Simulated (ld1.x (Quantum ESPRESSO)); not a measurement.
cadmium (Cd): excitation energies, all-electron against PAW

Cd (Z = 48), PAW, made with ld1.x (Quantum ESPRESSO) 7.5 (PBEsol, scalar-relativistic). Core [Kr], reference 4d10 5s1.75 5p0 (charge +0.25). Waves: 5s (bound): rcut 2.35, rcutus 2.60 bohr; 5s channel at 4.1 Ry: rcut 2.35, rcutus 2.60 bohr; 5p (bound, empty): rcut 2.35, rcutus 3.15 bohr; 5p channel at 0.2 Ry: rcut 2.35, rcutus 3.15 bohr; 4d (bound): rcut 1.15, rcutus 1.25 bohr; 4d channel at 1.3 Ry: rcut 1.15, rcutus 1.25 bohr. Local part: all-electron potential smoothed inside 1.95 bohr (lloc = -1). Core correction: Bessel-smoothed model core inside 0.85 bohr. Augmentation charge: PSQ, radius 1.15 bohr.

Energies are relative to the spin-unpolarised reference configuration 4d10 5s1.75 5p0; without spin polarisation the order of configurations can differ from experiment.

```
valence configuration  charge  ΔE all-electron (eV)  error AE − PS (meV)
         4d10 5s2 5p0       0                -1.642                 +0.3
         4d10 5s1 5p0      +1                 7.666                 -1.6
         4d10 5s0 5p0      +2                24.762                 -8.8
          4d8 5s0 5p0      +4               116.800                 -586
       4d10 5s1.5 5p0    +0.5                 2.089                 -0.4
          4d9 5s2 5p0      +1                16.332                  -56
```

Task: What are ΔE and the potential's error for 4d9 5s2 5p1?

Result: ΔE = 11.004 eV all-electron; the error (AE − PS) is -49 meV.

Levels in the configuration 4d10 5s0 5p0:

```csv
level,all-electron (eV),pseudo (eV)
4d,-30.438,-30.443
```
